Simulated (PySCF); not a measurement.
## [TiF4]- by CASSCF and spin-orbit coupling

[TiF4]- holds Ti(III), d1, at total charge -1. The structure is a PBE0-D3(BJ)/def2-TZVP geometry optimised for multiplicity 2; coordination tetrahedral, point group D2d, metal–donor distances 1.85 Å.

```
5

Ti    0.000    0.000    0.000
F     0.858    1.163    1.163
F     0.858   -1.163   -1.163
F    -0.858   -1.163    1.163
F    -0.858    1.163   -1.163
```

Method (PySCF 2.14, density fitting): CASSCF(1,5) with orbitals averaged over all microstates of the shell, strongly contracted NEVPT2 on the averaged canonical orbitals; basis x2c-TZVPall on the metal, x2c-SVPall elsewhere; spin-free X2C; IEF-PCM dichloromethane; spin-orbit coupling by state interaction with the mean-field operator over all roots.

Spin-free states:

| 2S+1 | deg. | symmetry | cubic parent | free-ion term | CASSCF / cm⁻¹ | NEVPT2 / cm⁻¹ | f(ED) |
| --- | --- | --- | --- | --- | --- | --- | --- |
| 2 | 1 | 2A1 | 2E 1.00 | 2D 1.00 | 0 | 0 | – |
| 2 | 1 | 2B1 | 2E 1.00 | 2D 1.00 | 3645 | 4201 | 0 |
| 2 | 2 | 2E | 2T2 1.00 | 2D 1.00 | 7124 | 7646 | 2.4e-05 |
| 2 | 1 | 2B2 | 2T2 1.00 | 2D 1.00 | 15594 | 16618 | 9.5e-04 |

Energies are counted from the ground state at NEVPT2 level. Weights follow the labels. f(ED) is the electric-dipole oscillator strength from the ground state at the fixed geometry, without vibronic coupling; occupations, where given, run over the ligand-field orbitals from the lowest.

Ligand-field fit:

| cm⁻¹ | CASSCF | NEVPT2 |
| --- | --- | --- |
| 10Dq | 8125 | 8536 |

| orbital | CASSCF / cm⁻¹ | NEVPT2 / cm⁻¹ | metal share | main function |
| --- | --- | --- | --- | --- |
| 1 | 0 | 0 | 0.94 | x2-y2 0.75 |
| 2 | 3645 | 4201 | 0.95 | z2 0.75 |
| 3 | 7124 | 7646 | 0.90 | degenerate set |
| 4 | 7124 | 7646 | 0.90 | degenerate set |
| 5 | 15594 | 16618 | 0.87 | yz 1.00 |

Angular-overlap fit (NEVPT2, isotropic π): F eσ = 13419, eπ = 4936 cm⁻¹ (rms 189).

ζ = 125 cm⁻¹, against 152 for the free ion.

## Spin-orbit levels

```json
{"E / cm⁻¹": "0.0", "deg.": "2", "make-up": "1.00 2A1", "g (S′ = 1/2)": "1.91 1.91 2.00"}
{"E / cm⁻¹": "4200.4", "deg.": "2", "make-up": "1.00 2B1", "g (S′ = 1/2)": "1.92 1.93 1.93"}
{"E / cm⁻¹": "7607.0", "deg.": "2", "make-up": "1.00 2E", "g (S′ = 1/2)": "0.09 0.09 0.43"}
{"E / cm⁻¹": "7698.2", "deg.": "2", "make-up": "1.00 2E", "g (S′ = 1/2)": "0.09 0.09 3.56"}
{"E / cm⁻¹": "16623.0", "deg.": "2", "make-up": "1.00 2B2", "g (S′ = 1/2)": "2.02 2.02 2.08"}
```

## Magnetism

The ground doublet has g = 1.909, 1.909, 2.001. μeff is 1.75 μB at 300 K and 1.68 μB at 10 K; the spin-only value is 1.73 μB.

| T / K | χT / cm³ K mol⁻¹ | μeff / μB |
| --- | --- | --- |
| 2 | 0.353 | 1.68 |
| 5 | 0.354 | 1.68 |
| 10 | 0.354 | 1.68 |
| 20 | 0.355 | 1.69 |
| 30 | 0.356 | 1.69 |
| 50 | 0.358 | 1.69 |
| 75 | 0.361 | 1.70 |
| 100 | 0.364 | 1.71 |
| 150 | 0.369 | 1.72 |
| 200 | 0.374 | 1.73 |
| 250 | 0.380 | 1.74 |
| 300 | 0.385 | 1.75 |

Powder magnetisation at 2 K: 0.16 μB at 0.5 T, 0.31 μB at 1 T, 0.56 μB at 2 T, 0.73 μB at 3 T, 0.90 μB at 5 T, 0.95 μB at 7 T.

NEVPT2 lifts 2B1 (from 2E) from 3645 to 4201 cm⁻¹; on the d shell alone such lifts tend to overshoot. NEVPT2 on the d shell alone tends to put d–d bands too high for such charged or covalently bound ions.

The job took 2.9 s on one thread of Intel Xeon Platinum 8488C (shared host), with 104 basis functions, launched as `OMP_NUM_THREADS=1 python lf_run.py task.json out`.
